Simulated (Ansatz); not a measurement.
Reaction (ligand exchange at a B–Cl bond): `ClB1N[SiH2]1` + `O[SiH3]` → `[SiH3]OB1N[SiH2]1` + HCl

Gas-phase electronic energies from Ansatz, PBE0-D4/def2-TZVP geometries. CCSD(T)/CBS is the MP2 limit (def2-TZVPP, def2-QZVPP) plus CCSD(T) − MP2 in def2-TZVPP, frozen cores. This one scheme is used for every species. One conformer a species, not always the lowest.

```
         level  ΔE (kcal/mol)
  HF/CBS(def2)           -9.8
CCSD/CBS(def2)           -7.9
```

Task: What does CCSD(T)/CBS give? (Best estimate.)

Result: The calculation gave: -7.5 kcal/mol. The listed levels differ from it by -2.3, -0.4 kcal/mol.

Largest T1 diagnostic among the species: 0.013.

The D4 term adds −0.8 kcal/mol with B3LYP and −0.5 kcal/mol with PBE0; it sums over pairs of atoms, weighted by their polarisabilities, and B3LYP, whose exchange is more repulsive, gets the larger term. In def2-TZVPP, CCSD(T) changes the Hartree–Fock value by +1.6 kcal/mol (the triples alone add +0.4 kcal/mol) and MP2 by +2.8 kcal/mol.

B3LYP here is the variant with VWN-RPA as its local correlation; programs differ in this.
